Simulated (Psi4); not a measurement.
triflic acid (CHF3O3S), singlet, geometry from GFN2-xTB. Base run: B3LYP/STO-3G (Psi4).

Psi4 was given this input:
```
memory 2 GB

molecule {
0 1
O     1.41469782   -0.49779905   -1.06169565
S     0.80886675    0.30104012    0.16311669
O     1.27034678   -0.28302073    1.37173556
O     0.90598970    1.68891681   -0.07270317
C    -0.97345522   -0.20872619   -0.06496558
F    -1.73274043    0.25154402    0.91428660
F    -1.43423367    0.23041401   -1.22337302
F    -1.01685156   -1.53813106   -0.06070275
H     1.82502020   -1.32350365   -0.79066498
}

set {
  basis sto-3g
}

energy('b3lyp')
print_variables()
```

Variants of this job, named by their change:

| change | E (Eh) | SCF-reference dipole (D) | core-seconds (rough) |
|---|---|---|---|
| base | -949.25316 | 2.07 | 6 |
| functional = mn15 | -945.70356 | 2.14 | 9 |
| functional = b97m-v | -949.30836 | 2.08 | 100 |
| functional = x3lyp | -949.03284 | 2.08 | 6 |
| functional = b2plyp | -948.45346 | - | 6 |
| functional = wb97m-v | -949.37125 | 2.13 | 100 |
| functional = m06-l | -949.29535 | 2.07 | 7 |
| functional = tpssh | -949.40422 | 2.04 | 10 |
| functional = bp86 | -949.32240 | 2.01 | 5 |
| functional = r2scan | -949.15355 | 2.07 | 9 |
| functional = pbe | -948.58453 | 2.02 | 6 |
| functional = m06 | -948.93137 | 2.12 | 8 |
| functional = m06-2x | -949.32345 | 2.18 | 7 |

Total energies compare only within one method and basis.
